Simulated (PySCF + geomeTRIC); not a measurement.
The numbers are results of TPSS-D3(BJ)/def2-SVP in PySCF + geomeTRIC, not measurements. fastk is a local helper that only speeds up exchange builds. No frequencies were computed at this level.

```python
import json, numpy as np
from pyscf import gto, dft
from fastk import lowrank_exchange
atoms = """
Mo     0.000014    -0.000015     0.000033
Cl     1.767080    -1.466515     0.035974
Cl     0.302871     0.309672    -2.255367
Cl     1.435374     1.740076     0.431613
Cl    -0.302896    -0.309668     2.255423
Cl    -1.435382    -1.740055    -0.431641
Cl    -1.767049     1.466493    -0.036003
"""
def scf(charge, spin, dm0=None):
    mol = gto.M(atom=atoms, basis='def2-svp', ecp={'Mo': 'def2-svp'}, charge=charge, spin=spin, verbose=3, max_memory=10080)
    mf = dft.KS(mol, xc='tpss').density_fit(auxbasis="def2-universal-jkfit")
    mf.disp = 'd3bj'
    mf.grids.level = 3
    mf.conv_tol = 1e-8
    mf.max_cycle = 120
    mf.level_shift = 0.25
    mf.kernel(dm0)
    if not mf.converged:
        mf = mf.newton().run(mf.mo_coeff, mf.mo_occ).undo_soscf()
    return mf
mf = scf(0, 0)
from pyscf.geomopt.geometric_solver import kernel as optimize
path = []
done, mol = optimize(mf, maxsteps=120, assert_convergence=False, callback=lambda env: path.append((env["energy"], bool(env["g_scanner"].converged))))
res = dict(converged=bool(done and path[-1][1]), energy=path[-1][0], path=[e for e, c in path], xyz=mol.atom_coords(unit="Angstrom").tolist(), nao=mol.nao)
json.dump(res, open("result.json", "w"))
```

Output:

```
converged SCF energy = -2828.90681830976
Geometry optimization cycle 1
converged SCF energy = -2828.90681832157
cycle 1: E = -2828.90681832  dE = -2828.91  norm(grad) = 0.0160959
Geometry optimization cycle 2
converged SCF energy = -2828.90740749599
cycle 2: E = -2828.9074075  dE = -0.000589174  norm(grad) = 0.00468796
Geometry optimization cycle 3
converged SCF energy = -2828.90744294173
cycle 3: E = -2828.90744294  dE = -3.54457e-05  norm(grad) = 0.00187644
Geometry optimization cycle 4
converged SCF energy = -2828.90736701251
cycle 4: E = -2828.90736701  dE = 7.59292e-05  norm(grad) = 0.00527401
Geometry optimization cycle 5
converged SCF energy = -2828.90746928004
cycle 5: E = -2828.90746928  dE = -0.000102268  norm(grad) = 0.00179053
Geometry optimization cycle 6
converged SCF energy = -2828.90747683428
cycle 6: E = -2828.90747683  dE = -7.55424e-06  norm(grad) = 0.00059015
Geometry optimization cycle 7
converged SCF energy = -2828.90745716689
cycle 7: E = -2828.90745717  dE = 1.96674e-05  norm(grad) = 0.00233164
Geometry optimization cycle 8
converged SCF energy = -2828.90747839305
cycle 8: E = -2828.90747839  dE = -2.12262e-05  norm(grad) = 0.000602703
Geometry optimization cycle 9
converged SCF energy = -2828.90748288695
cycle 9: E = -2828.90748289  dE = -4.4939e-06  norm(grad) = 0.000445432
Geometry optimization cycle 10
converged SCF energy = -2828.90749057327
cycle 10: E = -2828.90749057  dE = -7.68632e-06  norm(grad) = 0.000703594
Geometry optimization cycle 11
converged SCF energy = -2828.90749485772
cycle 11: E = -2828.90749486  dE = -4.28445e-06  norm(grad) = 0.00118105
Geometry optimization cycle 12
converged SCF energy = -2828.90750576065
cycle 12: E = -2828.90750576  dE = -1.09029e-05  norm(grad) = 0.00163056
Geometry optimization cycle 13
converged SCF energy = -2828.90751354706
cycle 13: E = -2828.90751355  dE = -7.78641e-06  norm(grad) = 0.00135406
Geometry optimization cycle 14
converged SCF energy = -2828.907521707
cycle 14: E = -2828.90752171  dE = -8.15994e-06  norm(grad) = 0.000938656
Geometry optimization cycle 15
converged SCF energy = -2828.90752615365
cycle 15: E = -2828.90752615  dE = -4.44665e-06  norm(grad) = 0.000455308
Geometry optimization cycle 16
converged SCF energy = -2828.90752608456
cycle 16: E = -2828.90752608  dE = 6.90939e-08  norm(grad) = 0.000336271
<class 'geometric.internal.Distance'> : 6
<class 'geometric.internal.Angle'> : 3
<class 'geometric.internal.LinearAngle'> : 6
<class 'geometric.internal.OutOfPlane'> : 12
<class 'geometric.internal.TranslationX'> : 1
<class 'geometric.internal.TranslationY'> : 1
<class 'geometric.internal.TranslationZ'> : 1
<class 'geometric.internal.RotationA'> : 1
<class 'geometric.internal.RotationB'> : 1
<class 'geometric.internal.RotationC'> : 1
Step    0 : Gradient = 6.084e-03/6.625e-03 (rms/max) Energy = -2828.9068183216
Step    1 : Displace = 2.197e-02/2.402e-02 (rms/max) Trust = 1.000e-01 (=) Grad = 1.772e-03/1.942e-03 (rms/max) E (change) = -2828.9074074960 (-5.892e-04) Quality = 0.671
Step    2 : Displace = 1.111e-02/1.594e-02 (rms/max) Trust = 1.000e-01 (=) Grad = 7.092e-04/9.810e-04 (rms/max) E (change) = -2828.9074429417 (-3.545e-05) Quality = 0.516
Step    3 : Displace = 1.755e-02/2.627e-02 (rms/max) Trust = 1.000e-01 (=) Grad = 1.993e-03/2.359e-03 (rms/max) E (change) = -2828.9073670125 (+7.593e-05) Quality = -0.920
Step    4 : Displace = 8.758e-03/1.300e-02 (rms/max) Trust = 8.773e-03 (-) Grad = 6.768e-04/7.456e-04 (rms/max) E (change) = -2828.9074692800 (-1.023e-04) Quality = 1.020
Step    5 : Displace = 3.380e-03/4.645e-03 (rms/max) Trust = 1.241e-02 (+) Grad = 2.231e-04/3.827e-04 (rms/max) E (change) = -2828.9074768343 (-7.554e-06) Quality = 0.637
Step    6 : Displace = 7.848e-03/1.194e-02 (rms/max) Trust = 1.241e-02 (=) Grad = 8.813e-04/1.138e-03 (rms/max) E (change) = -2828.9074571669 (+1.967e-05) Quality = -1.451
Step    7 : Displace = 3.790e-03/5.660e-03 (rms/max) Trust = 3.924e-03 (x) Grad = 2.278e-04/3.333e-04 (rms/max) E (change) = -2828.9074783930 (-1.559e-06) Quality = 0.210
Step    8 : Displace = 1.476e-03/2.275e-03 (rms/max) Trust = 1.895e-03 (-) Grad = 1.684e-04/2.040e-04 (rms/max) E (change) = -2828.9074828870 (-4.494e-06) Quality = 1.065
Step    9 : Displace = 2.827e-03/4.293e-03 (rms/max) Trust = 2.680e-03 (+) Grad = 2.659e-04/4.607e-04 (rms/max) E (change) = -2828.9074905733 (-7.686e-06) Quality = 0.430
Step   10 : Displace = 2.818e-03/4.130e-03 (rms/max) Trust = 2.680e-03 (=) Grad = 4.464e-04/7.503e-04 (rms/max) E (change) = -2828.9074948577 (-4.284e-06) Quality = 0.184
Step   11 : Displace = 1.325e-03/1.936e-03 (rms/max) Trust = 1.340e-03 (-) Grad = 6.040e-04/8.168e-04 (rms/max) E (change) = -2828.9075057607 (-1.090e-05) Quality = 0.258
Step   12 : Displace = 1.339e-03/2.021e-03 (rms/max) Trust = 1.340e-03 (=) Grad = 4.968e-04/6.482e-04 (rms/max) E (change) = -2828.9075135471 (-7.786e-06) Quality = 0.978
Step   13 : Displace = 2.073e-03/3.125e-03 (rms/max) Trust = 1.895e-03 (+) Grad = 3.328e-04/4.198e-04 (rms/max) E (change) = -2828.9075217070 (-8.160e-06) Quality = 1.012
Step   14 : Displace = 2.171e-03/3.124e-03 (rms/max) Trust = 2.680e-03 (+) Grad = 1.205e-04/1.438e-04 (rms/max) E (change) = -2828.9075261537 (-4.447e-06) Quality = 1.044
Step   15 : Displace = 5.293e-04/7.139e-04 (rms/max) Trust = 3.790e-03 (+) Grad = 3.278e-05/6.199e-05 (rms/max) E (change) = -2828.9075260846 (+6.909e-08) Quality = -0.207
Converged! =D
```

Cost: roughly 16 core-minutes.
